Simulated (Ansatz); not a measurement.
Gas-phase electronic energies from Ansatz, PBE0-D4/def2-TZVP geometries. CBS: MP2 limit from def2 TZ/QZ plus the TZ coupled-cluster correction, frozen cores. For Ge outer-core shells are correlated without core-valence functions, which leaves a few kJ/mol of doubt a bond. Scalar relativity is left out up to krypton.

Consider the redistribution: `Cl[SiH](Cl)[GeH3]` + `BC([SiH3])C#C` → `C#C[SiH](Cl)Cl` + `B[CH]([SiH3])[GeH3]`.

```tsv
species	SCS-MP2/def2-QZVPP energy (Eh)
`Cl[SiH](Cl)[GeH3]`	-3286.87685
`BC([SiH3])C#C`	-432.05036
`C#C[SiH](Cl)Cl`	-1285.84599
`B[CH]([SiH3])[GeH3]`	-2433.10295
```

Q: Work out ΔE.

A: ΔE = (-1285.84599) + (-2433.10295) − (-3286.87685) − (-432.05036) = -0.02173 Eh = -13.6 kcal/mol. CCSD(T)/CBS gives -12.2 kcal/mol.

Largest T1 diagnostic among the species: 0.013.

From PBE to PBE0 (25 % exact exchange), in def2-TZVPP and without D4, ΔE moves by −1.2 kcal/mol. In def2-TZVPP, CCSD(T) changes the Hartree–Fock value by −1.7 kcal/mol (the triples alone add −0.4 kcal/mol) and MP2 by −3.0 kcal/mol.
